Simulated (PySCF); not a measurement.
Species: C₆H₁₂AlP.
Structure used (PBE0-D3(BJ)/def2-SVP), in Å, numbered top down from 1:
```xyz
20
C6H12AlP angstrom
C     -0.7413    3.0571    1.1085
C     -0.6326    1.9731    0.5724
P     -0.5164    0.3555   -0.1118
C     -1.1925    0.5384   -1.7975
Al    -1.7054   -1.4061    1.1716
C      1.2601    0.1029   -0.3386
C      2.0521   -0.5298    0.7747
C      1.7719   -1.3116   -0.4635
H     -0.8409    4.0179    1.5818
H     -1.0959   -0.4337   -2.3024
H     -2.2578    0.7994   -1.7296
H     -0.6535    1.3114   -2.3629
H     -0.9096   -1.3883    2.5648
H     -1.3643   -2.6041    0.1478
H     -3.1830   -0.7865    1.1026
H      1.7536    0.8781   -0.9349
H      1.5159   -0.8099    1.6864
H      3.0615   -0.1448    0.9382
H      1.0456   -2.1276   -0.3989
H      2.5820   -1.4762   -1.1783
```

Theory: TDDFT CAM-B3LYP/def2-SVPD, vertical, gas phase, core orbitals frozen in the response in PySCF 2.14.0, density-fitted response routines.

Kohn–Sham orbitals with the atoms that hold most of them (Löwdin shares over 4%, at most four atoms; ? is withheld):

```csv
orbital,ε (eV),atoms
HOMO-3,-10.05,"C2 32%, C1 31%, C8 9%, C6 8%"
HOMO-2,-9.02,"Al5 22%, P3 22%, H15 13%, H13 9%"
HOMO-1,-8.92,?
HOMO,?,"H14 36%, Al5 31%, P3 8%, C2 6%"
LUMO,0.47,?
LUMO+1,0.60,"C1 27%, C2 24%, P3 16%, Al5 7%"
LUMO+2,1.11,"Al5 20%, C1 16%, C4 8%, H16 7%"
```

(1) Which atoms hold the LUMO, and with what shares?

(2) Which atoms hold the HOMO-1, and with what shares?

(3) What is the HOMO energy, and the HOMO–LUMO gap?

Results:

(1) C1 (bonded to C and H) 26%; C2 (bonded to C and P) 23%; P3 (bonded to Al and 3 C) 16%; C4 (bonded to P and 3 H) 9%. By element: carbon 58% or more, phosphorus 16%.

(2) Al5 (bonded to P and 3 H) 38%; H13 (bonded to Al) 28%; H15 (bonded to Al) 27%. By element: hydrogen 54% or more, aluminium 38%.

(3) ε(HOMO) = -8.85 eV; the gap is 9.32 eV (0.3423 hartree).

Task: How does S1 compare with the orbital gap of 9.32 eV?

Result: S1 is at 5.65 eV (f = 0.0073), 3.66 eV below the gap, made of HOMO-2→LUMO (42%), HOMO→LUMO (27%). Its leading pair isn't HOMO and LUMO; the energies of that pair differ by 9.48 eV. 

Next come S2 at 6.09 eV (f 0.037), HOMO-3→LUMO (27%), HOMO-2→LUMO+1 (26%), HOMO→LUMO+1 (20%); S3 at 6.34 eV (f 0.0045), HOMO-3→LUMO+1 (67%); S4 at 6.79 eV (f 0.011), HOMO→LUMO+1 (32%), HOMO-2→LUMO+1 (15%), HOMO-1→LUMO (12%); S5 at 6.82 eV (f 0.0016), HOMO-1→LUMO+1 (51%).

Löwdin shares depend on the basis, the more so with diffuse functions.

One conformer stands for the species.
